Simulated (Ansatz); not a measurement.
`[CH3][Ge]1([CH3])[CH]=CC=[C]1[C]1=CC=[C]([C]2=CC=[CH][Ge]2([CH3])[CH3])[Ge]1([CH3])[CH3]` with charge +1, relaxed as a doublet with UKS PBE-D4/def2-SVP in Ansatz, starting from the PBE-D4/def2-SVP geometry of the neutral singlet. Force threshold 0.03 eV/Å.

Single mean-field runs in def2-SVP are fitted with def2-universal-jkfit. The relaxation made no stability test and no search for a lower SCF solution.

Start:

```
atom   x (Å)   y (Å)   z (Å)
  C1  -1.650   0.032   4.698
 Ge2  -2.060   1.536   3.495
  C3  -3.889   1.386   2.782
  C4  -1.632   3.297   4.238
  C5  -0.644   3.835   3.462
  C6  -0.142   3.059   2.327
  C7  -0.687   1.812   2.085
  C8  -0.314   0.932   1.026
  C9  -0.862  -0.321   0.784
 C10  -0.376  -1.099  -0.334
 C11   0.627  -0.575  -1.138
 C12   1.205  -1.220  -2.272
 C13   2.205  -0.699  -3.073
 C14   2.686  -1.499  -4.201
 C15   2.129  -2.728  -4.418
Ge16   0.775  -3.006  -3.030
 C17  -1.066  -3.137  -3.716
 C18   1.175  -4.492  -1.801
Ge19   1.054   1.206  -0.381
 C20   2.887   1.339   0.322
 C21   0.640   2.696  -1.598
 H22  -1.735  -0.928   4.152
 H23  -2.353   0.015   5.555
 H24  -0.618   0.130   5.085
 H25  -4.001   0.443   2.212
 H26  -4.100   2.236   2.104
 H27  -4.631   1.392   3.605
 H28  -2.055   3.825   5.105
 H29  -0.210   4.832   3.659
 H30   0.657   3.481   1.691
 H31  -1.660  -0.736   1.425
 H32  -0.811  -2.096  -0.528
 H33   2.645   0.297  -2.886
 H34   3.484  -1.086  -4.844
 H35   2.443  -3.380  -5.246
 H36  -1.274  -2.293  -4.400
 H37  -1.790  -3.100  -2.877
 H38  -1.210  -4.088  -4.265
 H39   2.210  -4.399  -1.422
 H40   0.479  -4.472  -0.939
 H41   1.069  -5.465  -2.319
 H42   3.622   1.314  -0.506
 H43   3.017   2.284   0.886
 H44   3.090   0.489   1.002
 H45   0.731   3.665  -1.068
 H46   1.335   2.695  -2.461
 H47  -0.395   2.594  -1.976
```

Question: Estimate the energy that the relaxation releases and the steps that it takes.

Answer: 2.8 kcal/mol, in 4 steps; 31 s on 2 threads of AMD EPYC 7R13 on a shared host and a share (18 GiB) of an NVIDIA H100 80GB HBM3. No frequencies were taken in this run, so the end may be a saddle point.

Question: Does the start keep its bonding and symmetry?

Answer: By distances, no bond broke or formed. The bond that changes most is C9–C10, from 1.45 to 1.41 Å (atoms count from 1). Point group C2v at the start, C2v at the end, both within 0.05 Å.

Question: Predict the relaxed structure.

Answer: 
```xyz
47

C    -1.6361    0.0165    4.6975
Ge   -2.0780    1.4922    3.4846
C    -3.8975    1.3834    2.7623
C    -1.6202    3.2653    4.2016
C    -0.6244    3.8208    3.4298
C    -0.1360    3.0469    2.3121
C    -0.6946    1.7828    2.0726
C    -0.2971    0.9427    1.0145
C    -0.8592   -0.3312    0.7723
C    -0.3838   -1.0926   -0.3214
C     0.6375   -0.5546   -1.1367
C     1.1830   -1.2251   -2.2486
C     2.1968   -0.6904   -3.0571
C     2.6788   -1.4711   -4.1729
C     2.1077   -2.7070   -4.3785
Ge    0.7402   -3.0223   -3.0008
C    -1.0833   -3.1254   -3.7139
C     1.1793   -4.4925   -1.7803
Ge    1.0836    1.2391   -0.3917
C     2.9037    1.3398    0.3290
C     0.6361    2.7087   -1.6090
H    -1.7384   -0.9522    4.1703
H    -2.3298    0.0199    5.5608
H    -0.5990    0.1164    5.0695
H    -4.0302    0.4334    2.2085
H    -4.0952    2.2299    2.0779
H    -4.6323    1.4112    3.5905
H    -2.0415    3.7964    5.0693
H    -0.1940    4.8165    3.6296
H     0.6628    3.4632    1.6721
H    -1.6567   -0.7426    1.4155
H    -0.8161   -2.0891   -0.5190
H     2.6332    0.3063   -2.8639
H     3.4753   -1.0624   -4.8171
H     2.4241   -3.3577   -5.2084
H    -1.2861   -2.2714   -4.3874
H    -1.8170   -3.1123   -2.8841
H    -1.2121   -4.0685   -4.2800
H     2.2118   -4.3848   -1.3977
H     0.4764   -4.4986   -0.9244
H     1.0918   -5.4602   -2.3118
H     3.6430    1.3170   -0.4953
H     3.0400    2.2834    0.8925
H     3.0978    0.4872    1.0071
H     0.7264    3.6802   -1.0848
H     1.3291    2.7139   -2.4729
H    -0.3998    2.5988   -1.9822
```
Bond lengths: 12 × C–Ge 1.96 to 2.00 Å; 11 × C–C 1.38 to 1.44 Å; 26 × C–H 1.10 to 1.11 Å.
